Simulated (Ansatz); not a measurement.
A search over several starts for the lowest SCF solution of the cluster ZrO3H2 at the given spin, in a small basis.

```yaml
crystal:
  periodic: [false, false, false]
  atoms:
    - {symbol: Zr, position_ang: [-0.326754, 0.432205, 0.373632]}
    - {symbol: O, position_ang: [-0.803173, 0.461483, -1.550105]}
    - {symbol: O, position_ang: [-1.222339, -0.822379, 1.241781]}
    - {symbol: O, position_ang: [1.618223, 0.314583, 0.736834]}
    - {symbol: H, position_ang: [-1.405134, -0.085430, -2.074909]}
    - {symbol: H, position_ang: [2.139176, -0.300452, 1.272757]}
basis:
  gaussian: {orbitals: def2-SVP, initial_orbitals: start.molden}
hamiltonian: {xc: pbe0, dispersion: d4}
output: {orbitals: {seedname: orbitals}}
```

The file start.molden holds the orbitals of an earlier run on this structure, at another level or in another basis.

```sh
$ ansatz run in.yaml --threads 4 --pin off --events-out ev --progress --plain --max-ram 3916MiB
```

Output, abridged:

```
Functional definition: PBE0
898 factors; their error is unknown
mean field evaluation 1: about -7370.0187 eV, gradient 1.2e2 eV
mean field evaluation 2: about -7403.9805 eV, gradient 5.3e1 eV
mean field evaluation 4: about -7441.5895 eV, gradient 4.8e1 eV
mean field evaluation 8: about -7446.4425 eV, gradient 8.9e-2 eV
mean field evaluation 16: about -7446.3644 eV, gradient 4.3e0 eV
mean field -7446.44251017 eV, -273.6517148688 hartree, gradient 3.3e-5 eV, S^2 0.000000; 1 other end points of the search recorded, 0 dependent functions left out
reference -7446.44256152 eV, -273.6517167557 hartree; 19, 19 occupied and 64, 64 virtual orbitals, 898 factors
Total energy: -7446.53831263 eV, -273.6552355443 hartree
```

Hardware: 4 threads of Arm Neoverse V1 on a shared host. Wall time 1.2 s.

In the def2 sets Zr takes a core potential; there is no spin–orbit coupling. The structure comes from a short search, and lower isomers may exist.
